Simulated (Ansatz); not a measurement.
Species: sum formula BN2H3Cl (charge -1, singlet). It need not be the lowest isomer of its formula. Whether it binds its extra electron was not tested at this geometry. 
Geometry from a B3LYP-D3(BJ)/def2-TZVP (Ansatz, a program for electronic structure) optimisation:
```xyz
7

B      0.2445    -0.5268     0.0622
Cl    -0.2355     1.3196    -0.2397
N      1.4942    -0.9319    -0.2403
N     -0.9334    -1.1948     0.6453
H      1.6420    -1.9217    -0.0450
H     -0.9528    -2.1985     0.5369
H     -1.8338    -0.7909     0.4367
```
Charge -1, spin multiplicity 1.

Basis-set convergence of Hartree-Fock and CCSD correlation energies (hartree) with Ansatz. Correlated levels leave the core frozen unless marked. Spin-orbit coupling is left out. Non-relativistic.

```
basis            functions       E(HF)  E(corr, CCSD)
---------------  ---------  ----------  -------------
aug-cc-pV(D+d)Z        128  -594.96632       -0.64147
aug-cc-pV(T+d)Z        262  (withheld)     (withheld)
```

### Question
What belongs in the gaps?

### Answer

- aug-cc-pV(T+d)Z, E(HF): -595.00851
- aug-cc-pV(T+d)Z, E(corr, CCSD): -0.77110
